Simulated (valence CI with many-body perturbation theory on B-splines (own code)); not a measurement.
Te47+: key properties

Calculated by configuration interaction combined with many-body perturbation theory (CI+MBPT): three valence electrons over a frozen Dirac-Fock core [He], radial functions for each j: 11 s, 11 p, 9 d, 7 f, 5 g, 2 h, 1 i, with the one-electron correlation potential Σ1, the two-electron term Σ2, the three-electron term Σ3, Breit, model QED; selected CI, second order for the rest (own B-spline code, finite nucleus).

No measured spectrum was set against this ion. As an estimate, large intervals hold to a few tenths of a per cent, small ones and those within an open d or f shell to about a per cent.

Levels are named by their leading jj configuration (3d3/2^4 stands for four electrons in 3d with j = 3/2), which in mixed levels can hold well under half, so a name can repeat and another be missing.

Rates and lifetimes use the calculated energies. Strong lines usually hold to 10 to 20 %, long lifetimes can be off by a factor of two.

Q: What is the ground level?

A: (2s^2 2p1/2) J=1/2, composition 100 % 2s2.2p 2P°, g = 0.643.

Q: What are the static dipole polarisabilities of the lowest levels?

A: (2s^2 2p1/2) J=1/2 0.000806 bohr³, of which the core gives 1.08e-06.

Q: What is the ionisation energy?

A: 8494.4 eV; NIST lists 8499 ± 4 eV (theoretical).

Q: Where does the other parity begin?

A: At (2s 2p1/2^2) J=1/2, 1244.0 × 10³ cm⁻¹.

Q: Among levels below 44957 × 10³ cm⁻¹, which E1 lines absorb most strongly from the ground level?

A: to (2s^2 3d3/2) J=3/2 at 0.2505 nm, f = 0.413; to (2s 2p1/2 3p1/2) J=3/2 at 0.2515 nm, f = 0.376; to (2s 2p1/2 3p3/2) J=3/2 at 0.2463 nm, f = 0.192.

Q: How well does LS coupling describe the low levels?

A: Among the lowest 20 levels the leading LS term, summed over configurations, holds 76 % on average. For single configurations the figures are 76 % in LS and 98 % in jj coupling. Terms mix most in the J = 3/2 level at 5290.5 × 10³ cm⁻¹, where the leading one holds 46 %.
